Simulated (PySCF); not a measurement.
Level of theory: r2SCAN-D4/def2-TZVP run with PySCF 2.14.0. Gas-phase values, no solvent. Delta-SCF ions had no search for a lower state. Excitations are Tamm–Dancoff values on a coarser integration grid. The basis has no diffuse functions, so Rydberg states are missing or too high.

Reference species (SMILES): `C=N` (neutral, multiplicity 1).

vertical ionisation energy (Delta-SCF): 10.45 eV
S1–T1 gap (TDA): 1.10 eV
HOMO: -6.58 eV

After one change: the vertical ionisation energy (Delta-SCF) falls by 1.35 eV; the S1–T1 gap (TDA) drops by 0.71 eV; the HOMO increases by 0.53 eV.

Task: What was changed between the two runs? The new species is one of these.
(A) `C=[Se]`
(B) `C=S`
(C) `[SiH2]=[Se]`
(D) `C=O`

Result: C, `[SiH2]=[Se]`
